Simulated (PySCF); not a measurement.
Molecule: `CO[C@@H]1OC[C@H](F)C1=O`, C5H7FO3.

Bonds (- single, = double, # triple, : aromatic): C1-O2, O2-C3, C3-O4, O4-C5, C5-C6, C6-F7, C6-C8, C8=O9, C8-C3. C1 carries H10, H11, H12; C3 carries H13; C5 carries H14, H15; C6 carries H16. Stereochemistry as in CO[C@@H]1OC[C@H](F)C1=O. H14 is cis to O2 on the ring; H15 is trans to O2 on the ring.

Frames of a GFN2-xTB Langevin trajectory at 600 K; GIAO PBE0/pcSseg-1 shieldings in PySCF 2.14.0 with density-fitted response routines, gas phase, non-relativistic; equivalent atoms averaged within each frame.

Chemical shifts δ = σref − σ; $^{13}$C (σ = 186.93 ppm), $^{1}$H (σ = 31.72 ppm) against TMS; $^{17}$O (σ = 336.08 ppm) vs H2O; $^{19}$F (σ = 170.95 ppm) against CFCl3, all at this level. The references are static minima.

**Question.** How do the shifts (ppm) fluctuate along the trajectory?

**Answer.** 
```
         time (fs)     C8     C3    C6    C5    C1     O9     O4     O2      F7   H13
optimised geometry  209.8  102.8  89.4  70.8  57.7  674.2   65.1   60.8  -232.8  4.52
               250  226.8  119.9  99.6  71.1  70.7  729.4  106.3   70.2  -241.6  6.03
               425  209.8  102.6  85.2  88.9  60.6  688.6  125.2   61.4  -236.6  5.44
               625  210.3  102.6  87.4  70.7  60.7  662.0   83.2   49.1  -225.1  5.02
               800  196.5  112.4  95.6  82.0  63.6  641.8  131.0   74.3  -205.3  6.28
              1000  218.0   99.7  94.7  74.2  58.8  703.5   85.1  109.0  -137.9  3.75
    mean of frames  212.3  107.4  92.5  77.4  62.9  685.0  106.2   72.8  -209.3  5.31
standard deviation   11.2    8.5   6.0   7.9   4.7   34.4   22.1   22.4    42.3  1.00
```

5 frames give an uncertainty of the mean of about the standard deviation over 2.2 at best, since frames this close in time may not be independent; classical motion lacks zero-point vibration, and the reference would need the same averaging.
